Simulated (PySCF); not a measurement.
Radial density of P- (phosphorus, charge -1)

UHF, [Ne] 3s2 3p4, high-spin 3P determinant. Computed with PySCF 2.14 in aug-cc-pCVQZ-DK, with scalar relativity by spin-free X2C-1e.

| r (bohr) | 4πr²ρ (e/bohr) | 4πr²(ρα − ρβ) |
| --- | --- | --- |
| 0.00163 | 0.08349 | 0.0000 |
| 0.00275 | 0.2189 | 0.0000 |
| 0.00462 | 0.5646 | 0.0000 |
| 0.00777 | 1.410 | -0.0001 |
| 0.0131 | 3.321 | -0.0001 |
| 0.0220 | 7.072 | 0.0000 |
| 0.0370 | 12.65 | 0.0010 |
| 0.0622 | 16.95 | 0.0077 |
| 0.105 | 14.84 | 0.0356 |
| 0.176 | 10.80 | 0.1075 |
| 0.296 | 14.83 | 0.1654 |
| 0.498 | 13.50 | 0.0438 |
| 0.838 | 3.875 | 0.0723 |
| 1.41 | 2.490 | 0.7128 |
| 2.37 | 2.130 | 0.7964 |
| 3.99 | 0.5589 | 0.2008 |
| 6.71 | 0.05959 | 0.0005 |
| 11.3 | 0.001745 | -0.0007 |

Densities and radii are taken from the X2C orbitals without a picture-change correction, which distorts them close to the nucleus.
